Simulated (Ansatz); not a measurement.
The cluster Si₄Cl₂ (the lowest singlet isomer of a short search). Total charge 0; singlet. Geometry B3LYP-D4/def2-SVP, basis def2-TZVP, Ansatz.

```xyz
6

Si    0.567    1.069   -0.527
Si   -0.570   -1.069    0.525
Si   -0.086   -0.770   -1.880
Si    0.089    0.766    1.880
Cl    2.154   -0.761   -0.919
Cl   -2.153    0.765    0.920
```

| run | HOMO (eV) | LUMO (eV) |
| --- | --- | --- |
| A | -7.62 | -2.01 |
| B | -5.59 | -3.61 |
| C | -6.30 | -3.06 |
| D | -5.79 | -3.59 |
| E | -6.12 | -3.34 |
| F | -6.52 | -2.98 |

B3LYP takes the VWN-RPA correlation. The structure comes from a short search, and lower isomers may exist.

Question: The runs used B3LYP, CAM-B3LYP, PBE, PBE0, r2SCAN, r2SCANh. Estimate which is which.

Answer: A CAM-B3LYP (range-separated); B PBE (0 % exact exchange); C B3LYP (20 % exact exchange); D r2SCAN (0 % exact exchange); E r2SCANh (10 % exact exchange); F PBE0 (25 % exact exchange). Exact exchange lowers occupied and raises empty levels; among semilocal functionals meta-GGAs tend to open the gap a little, and such runs are hard to tell apart. The gap grows from 1.98 eV (PBE) to 5.61 eV (CAM-B3LYP). The restricted singlet is unstable towards broken spin symmetry in Hartree–Fock (as tested in another run); at CAM-B3LYP-D4/def2-TZVP, B3LYP-D4/def2-TZVP, r2SCAN-D4/def2-TZVP, r2SCANh-D4/def2-TZVP and others this wasn't settled.
